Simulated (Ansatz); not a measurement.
CH$_{6}$FNOSi (`NCO[SiH2]F`), relaxed with RKS PBE0-D4/def2-TZVP in Ansatz from a PBE-D4/def2-SVP geometry. The force threshold is 0.005 eV/Å; the program also tests the step.

Charge 0, multiplicity 1.

Start:

```xyz
11

N     0.478    0.423    1.691
C    -0.172    1.010    0.568
O    -0.932    0.091   -0.268
Si   -0.208   -0.869   -1.415
F     0.857   -1.895   -0.691
H    -0.196   -0.050    2.304
H     1.172   -0.277    1.399
H     0.587    1.531   -0.061
H    -0.908    1.762    0.916
H     0.609   -0.056   -2.380
H    -1.288   -1.670   -2.063
```

**Question.** By how much does the energy fall, and how many steps does the optimiser take? (An estimate is asked.)

**Answer.** The calculation gave: 2.16 kcal/mol, in 7 steps.

**Question.** Which bonds change most? (Best estimate.)

**Answer.** Computed: Si4–F5 from 1.646 to 1.602 Å; O3–Si4 from 1.662 to 1.622 Å; C2–O3 from 1.456 to 1.437 Å; Si4–H10 from 1.503 to 1.484 Å.

**Question.** Give the relaxed structure. (An estimate is asked.)

**Answer.** Ansatz gave: 
```xyz
11

N     0.460    0.457    1.722
C    -0.160    0.978    0.558
O    -0.871    0.013   -0.234
Si   -0.210   -0.872   -1.422
F     0.840   -1.925   -0.828
H    -0.211    0.022    2.340
H     1.182   -0.216    1.504
H     0.599    1.464   -0.064
H    -0.901    1.724    0.847
H     0.569   -0.016   -2.350
H    -1.298   -1.628   -2.072
```
